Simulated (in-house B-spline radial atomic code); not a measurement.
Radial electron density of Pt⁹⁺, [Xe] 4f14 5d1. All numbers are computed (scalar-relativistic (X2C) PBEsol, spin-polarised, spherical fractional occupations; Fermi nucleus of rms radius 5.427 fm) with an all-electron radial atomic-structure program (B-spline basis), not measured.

One-electron X2C: radii and densities carry no picture-change correction, so inner-shell <1/r> comes out high (for 1s by about 2 % at Z = 33, 5 % at 54, 10 % at 75, 30 % at 118) and <r> low.

Columns: r (bohr), 4πr²n(r) (electrons per bohr), bar.

```
0.000315    3.459 #
0.000388    4.604 #
0.000477    6.089 ##
0.000587    8.033 ##
0.000722    10.55 ###
0.000888    13.78 ####
 0.00109    17.86 #####
 0.00134    23.04 #######
 0.00165    29.53 #########
 0.00203    37.42 ###########
  0.0025    46.86 ##############
 0.00308    57.78 ##################
 0.00379    69.78 #####################
 0.00466    82.22 #########################
 0.00573    94.12 #############################
 0.00705    104.1 ################################
 0.00867    110.4 ##################################
  0.0107    111.9 ##################################
  0.0131    108.4 #################################
  0.0161    101.7 ###############################
  0.0199    95.65 #############################
  0.0244    96.08 #############################
    0.03    106.4 ################################
   0.037      125 ######################################
  0.0455    141.6 ###########################################
  0.0559    144.8 ############################################
  0.0688    131.4 ########################################
  0.0846    114.9 ###################################
   0.104    114.3 ###################################
   0.128    129.1 #######################################
   0.158      133 ########################################
   0.194    108.6 #################################
   0.238    78.91 ########################
   0.293    74.21 #######################
   0.361     85.4 ##########################
   0.444    79.89 ########################
   0.546    55.38 #################
   0.671    33.23 ##########
   0.826    22.01 #######
    1.02    15.06 #####
    1.25    8.289 ###
    1.54    3.034 #
    1.89   0.7233 
    2.33   0.1021 
    2.86 0.008701 
    3.52 0.0003704 
    4.33 6.658e-06
```

On this grid the curve has 4 maxima, near 0.0107, 0.0559, 0.158, 0.361 bohr.

The 5d up radial function P(r) = rR(r), positive near the nucleus:

| r (bohr) | P |
| --- | --- |
| 0.00573 | 0.001136 |
| 0.00867 | 0.003342 |
| 0.0131 | 0.009558 |
| 0.0199 | 0.02646 |
| 0.03 | 0.06667 |
| 0.0455 | 0.1507 |
| 0.0688 | 0.2786 |
| 0.104 | 0.3689 |
| 0.158 | 0.2183 |
| 0.238 | -0.2407 |
| 0.361 | -0.5434 |
| 0.546 | -0.07658 |
| 0.826 | 0.7772 |
| 1.25 | 1.014 |
| 1.89 | 0.4947 |
| 2.86 | 0.07941 |
| 4.33 | 0.002536 |
